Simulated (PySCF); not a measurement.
Two species compared at the same levels of theory.

First species: C7H14Ge.
Z-matrix (Å and degrees, PBE0-D3(BJ)/def2-SVP geometry), rows numbered from 1:
```
Ge
C   1  1.9431
C   2  1.5084  1  121.69
C   3  1.4970  2   60.33  1  -112.81
C   4  1.4998  2  121.93  3  -110.24
C   5  1.5448  4  119.29  2   -87.92
C   6  1.5398  5   88.49  4  -142.08
C   7  1.5403  6   88.35  5    19.37
H   1  1.5420  2  111.25  3   143.62
H   1  1.5418  2  109.29  3   -96.62
H   1  1.5414  2  110.66  3    22.61
H   2  1.0954  1  112.44  3   142.92
H   3  1.0934  2  118.27  4  -108.86
H   3  1.0952  2  118.15  4   107.23
H   4  1.0973  2  114.69  3   106.72
H   5  1.1032  4  109.68  2    39.52
H   6  1.1021  5  110.57  4   -29.66
H   6  1.1008  5  118.11  4    95.86
H   7  1.1011  6  111.50  5   -93.14
H   7  1.0998  6  118.05  5   140.54
H   8  1.1022  5  110.62  4    29.74
H   8  1.1005  5  118.16  4   -95.91
```

Second species: bromofluoroacetonitrile, C₂HBrFN.
SMILES with atom numbers: `[N:1]#[C:2][C@H:3]([F:4])[Br:5]` (hydrogens: H6 on C3)

Levels: B3LYP/def2-SVPD for dipole moment, HOMO energy, LUMO energy, HOMO–LUMO gap, static isotropic polarisability and electronic spatial extent ⟨r²⟩ about the centre of nuclear charge; TDDFT B3LYP/def2-SVPD for lowest singlet excitation; TDA B3LYP/def2-SVPD for lowest triplet excitation (Tamm–Dancoff); ΔSCF B3LYP/def2-SVPD for vertical ionisation energy; PBE0-D3(BJ)/def2-SVP for rotational constant A and rotational constant C. Geometries: PBE0-D3(BJ)/def2-SVP. Each structure is a single optimised conformer of the isolated species, non-relativistic unless stated. Electronic properties by PySCF.

The conformers computed, where there is a choice (atom-mapped SMILES and torsion angles):
- `[GeH3:1][C@@H:2]1[CH2:3][C@@H:4]1[CH:5]1[CH2:6][CH2:7][CH2:8]1`: C3–C4–C5–C6 -160°

(1) Which has the higher rotational constant A?

(2) Which of the two has the higher static isotropic polarisability, and by how much?

(3) Which of the two has the higher S1 energy, and by how much?

(4) Which has the higher HOMO–LUMO gap?

(5) Which has the higher HOMO energy?

(6) Which has the higher dipole moment?

(7) Which has the higher ⟨r²⟩?

(8) Which of the two has the higher vertical ionisation energy, and by how much?

Answers

(1) The second: 5.632 GHz against 2.603 GHz, a difference of 3.029 GHz.

(2) The first: 111.4 au against 51.4 au, a difference of 60.0 au.

(3) The first: 6.94 eV against 5.55 eV, a difference of 1.39 eV.

(4) The first: 7.72 eV against 6.75 eV, a difference of 0.97 eV.

(5) The first: -7.52 eV against -8.85 eV, a difference of 1.33 eV.

(6) The second: 2.58 D against 0.85 D, a difference of 1.73 D.

(7) The first: 1825 bohr² against 658 bohr², a difference of 1167 bohr².

(8) The second: 11.56 eV against 9.39 eV, a difference of 2.17 eV.

On the first: The vertical singlet–triplet gap S1 − T1 is 0.11 eV (TDDFT singlet less Tamm–Dancoff triplet; S1: HOMO→LUMO, weight 0.96; T1: HOMO→LUMO, weight 0.93). A dipole of 0.85 D is allowed in C1, and pure rotational transitions are dipole-allowed. The calculation is non-relativistic and has no spin–orbit coupling, an omission that weighs most on germanium.

On the second: No computed singlet falls in the visible range (750 to 380 nm, 1.65 to 3.26 eV); S1 lies 2.29 eV above its blue end. The calculation is non-relativistic and has no spin–orbit coupling, an omission that weighs most on bromine.
